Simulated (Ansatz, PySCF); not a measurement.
Sn(Cl)(Me)(OH)2 (CH₅ClO₂Sn), SMILES [Sn]([OH])([OH])([CH3])[Cl]. Atoms are numbered in the order given.

```xyz
10

C      2.1982    -0.2161    -0.5952
Sn     0.1114     0.0226    -0.3350
O     -0.9759    -1.0320    -1.6036
O     -0.3314     1.9307    -0.5438
Cl    -0.6508    -0.6840     1.7816
H      2.3715    -0.8201    -1.4954
H      2.6508     0.7776    -0.7083
H      2.6098    -0.7239     0.2863
H     -1.6644    -1.5275    -1.1431
H     -1.2808     2.0984    -0.5187
```
Charge 0, spin multiplicity 1.

Geometry: PBE0-D3(BJ)/def2-SVP. The structure was generated by enumeration; whether it is a known compound was not checked. The def2 effective core potentials stand for the cores of Sn; spin–orbit coupling is left out. The values are those of a single conformer.

Two levels are set side by side: PBE-D3(BJ)/def2-SVP (Ansatz, a first-principles code) and PBE0-D3(BJ)/def2-SVP (Ansatz). Each level has its own optimised geometry; the coordinates shown are those of the second. Frequencies come from the Hessian of PySCF at each geometry. Differences are taken from unrounded values.

| quantity | PBE0-D3(BJ) | PBE-D3(BJ) | PBE-D3(BJ) minus PBE0-D3(BJ) |
|---|---|---|---|
| mean bond length (Å) | 1.516 | 1.533 | 0.018 |
| bond C1–Sn2 (Å) | 2.116 | 2.141 | 0.025 |
| bond Sn2–O3 (Å) | 1.976 | 2.005 | 0.030 |
| bond Sn2–O4 (Å) | 1.970 | 1.999 | 0.029 |
| bond Sn2–Cl5 (Å) | 2.358 | 2.384 | 0.026 |
| bond C1–H6 (Å) | 1.098 | 1.105 | 0.008 |
| bond C1–H7 (Å) | 1.098 | 1.105 | 0.008 |
| bond C1–H8 (Å) | 1.097 | 1.105 | 0.008 |
| bond O3–H9 (Å) | 0.965 | 0.978 | 0.013 |
| bond O4–H10 (Å) | 0.964 | 0.977 | 0.013 |
| highest harmonic wavenumber (cm⁻¹) | 3895 | 3712 | -183 |
| mean harmonic wavenumber (cm⁻¹) | 1166 | 1124 | -42 |
| zero-point energy (kcal/mol) | 40.00 | 38.55 | -1.45 |

GGA bonds tend to be longer and softer than those of functionals with exact exchange. Differences between two approximate levels are no errors against the true value.
